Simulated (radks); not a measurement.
Values are calculated unless marked as measured or tabulated.
Question: The table gives one normalised radial function P(r) = r R(r) of Ho in [Xe] 4f11 6s2 (r in bohr). Level of theory: scalar-relativistic Kohn-Sham, PBE, spin-polarised, spherical densities, finite nucleus; open shells are filled with parallel spins first (spin-orbit coupling, left out, can overturn this in heavy ions); Fermi nuclear charge, rms radius 5.2022 fm (a radial shooting solver on a logarithmic mesh with Libxc functionals).

r,P
0.003027,0.0000
0.004814,0.0000
0.007718,0.0000
0.01227,0.0001
0.01952,0.0005
0.0313,0.0025
0.04978,0.0120
0.07917,0.0499
0.1269,0.1749
0.2019,0.4627
0.321,0.8748
0.5147,1.1081
0.8186,0.9220
1.302,0.5442
2.087,0.2348
3.319,0.0784
5.279,0.0193
8.464,0.0025
13.46,0.0001

Which n and l does it have? It may be an empty orbital.

Answer: n = 4, l = 3: the number of nodes gives n - l - 1 = 0, the rise at small r (about r^(l+1), flatter next to the nucleus through relativity) gives l, and the extent must fit the shell. The curve is that of 4f up; the table hardly tells the two spins apart. 4f up: eigenvalue -4.158 eV, 0 radial nodes, <r> = 0.841 bohr, 90 % of the charge inside 1.47 bohr.
